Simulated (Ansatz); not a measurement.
Cartesian coordinates in Å:
```
B 0.624 0.150 -1.328
C 0.625 -0.620 -0.019
F 1.760 -0.527 0.779
Si -0.845 0.267 0.888
H -0.319 -0.002 -2.051
H 1.463 0.961 -1.577
H 0.304 -1.667 -0.064
H -0.633 0.054 2.339
H -2.121 -0.339 0.437
H -0.859 1.724 0.596
```

Charge 0, multiplicity 1.

Problem. List the PBE0/def2-TZVPP orbital energies in eV (Ansatz). (An estimate is asked.)

Solution. Computed: Occupied: -1803.02, -673.73, -280.00, -184.70, -145.37, -100.04, -100.02, -100.01, -33.39, -19.97, -15.39, -14.83, -14.14, -12.61, -12.03, -10.38, -10.29, -9.77, -9.55, -8.42. Lowest empty: -1.55, 0.34, 0.95, 1.11, 1.72, 1.99, 2.11, 2.69.
